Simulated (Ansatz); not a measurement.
Mulliken charges of C$_{2}$H$_{4}$SSi, SMILES `S[SiH]1C=C1` from r2SCAN/def2-TZVPP in Ansatz (PBE0-D4/def2-TZVP geometry).

```csv
atom,x (Å),y (Å),z (Å),charge (e)
S1,-1.231,0.957,-1.659,-0.270
Si2,-0.140,0.470,0.106,0.465
C3,1.185,-0.738,0.094,-0.192
C4,0.068,-1.226,0.651,-0.192
H5,-1.550,2.184,-1.218,0.112
H6,-0.186,1.626,1.028,-0.085
H7,2.166,-1.144,-0.125,0.081
H8,-0.219,-2.186,1.066,0.081
```

Problem. By hand: the dipole of these point charges (1 e Å = 4.8032 D).

Solution. Σ q r = (0.027, 0.174, 0.207) e Å, of length 0.272 e Å = 1.31 D.

Problem. How does the dipole of the full density compare? (Estimate.)

Solution. The calculation gave: (0.071, 0.026, 0.165) e Å, 0.87 D; the point charges give 1.51 times that, at 35° from its direction.

Point charges leave out the atoms' own dipoles, such as those of lone pairs, and Mulliken's split depends on the basis, so the two needn't agree.
